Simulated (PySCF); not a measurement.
Below is a simulated gas-phase Ti 2p photoelectron spectrum of (OH)3Ti-NH-SiH3 (H7NO3SiTi).

Every computed line was given a Gaussian of 0.4 eV full width at half maximum and an area set by the number of equivalent atoms (split 2:1 within a doublet); the highest printed point is 100. The calculation used delta-SCF UKS SCAN, pcX-2 on the ionised atom (unc-x2c-TZVPall on a metal), pcseg-1 elsewhere, spin-free X2C in PySCF 2.14.0.

| binding energy (eV) | intensity |
| --- | --- |
| 462.6 | 4 |
| 462.8 | 41 |
| 463.0 | 100 |
| 463.2 | 61 |
| 463.4 | 9 |
| 463.6 | 0 |
| 463.8 | 0 |
| 464.0 | 0 |
| 464.2 | 0 |
| 464.4 | 0 |
| 464.6 | 0 |
| 464.8 | 0 |
| 465.0 | 0 |
| 465.2 | 0 |
| 465.4 | 0 |
| 465.6 | 0 |
| 465.8 | 0 |
| 466.0 | 0 |
| 466.2 | 0 |
| 466.4 | 0 |
| 466.6 | 0 |
| 466.8 | 0 |
| 467.0 | 0 |
| 467.2 | 0 |
| 467.4 | 0 |
| 467.6 | 0 |
| 467.8 | 0 |
| 468.0 | 0 |
| 468.2 | 0 |
| 468.4 | 6 |
| 468.6 | 35 |
| 468.8 | 48 |
| 469.0 | 17 |
| 469.2 | 1 |

Question: Count the maxima, the lines and the sites behind this envelope.

Answer: The curve has 2 maxima (at 463.0 and 468.7 eV). Under it lie 2 lines from 1 inequivalent titanium site, drawn as a 2p3/2, 2p1/2 pair.

Question: Decompose the envelope and assign each component. Bonds: Ti1–O2, Ti1–O3, Ti1–O4, Ti1–N5, N5–Si6. Hydrogens: H7 on O2; H8 on O3; H9 on O4; H10 on N5; H11, H12, H13 on Si6.

Answer: 
| position (eV) | relative area | line | atoms | environment |
| --- | --- | --- | --- | --- |
| 463.03 | 0.67 | Ti 2p3/2 | Ti1 | titanium bonded to N and 3 O |
| 468.75 | 0.33 | Ti 2p1/2 | Ti1 | titanium bonded to N and 3 O |

Question: What are the centre and the root-mean-square width of the whole band?

Answer: The area-weighted mean of the lines is 464.93 eV. Their own spread about it is 2.70 eV (rms) and each Gaussian has σ = 0.4/2.355 = 0.17 eV; the variances add, which gives 2.70 eV.

No satellites, vibrations or lifetime broadening are included. Spin–orbit coupling isn't in the SCF: each 2p doublet comes from a relaxed spin-free hole plus a matrix of the shell (mean-field spin–orbit coupling and the ground-state 2p splitting), with 2p3/2 averaged over its two sublevels. 2p1/2 minus 2p3/2 (ligand field included): Ti 5.72 eV. Satellites of the metal's 2p lines aren't described. Isolated species at its PBE0-D3(BJ)/def2-SVP geometry, gas phase. Metal 2p energies of this one-determinant scheme are less reliable than its 1s energies.

Hardware: Intel Xeon Platinum 8259CL at 2.50 GHz, one thread, shared host. Cost: 75 s wall, 0.65 GiB resident at most.
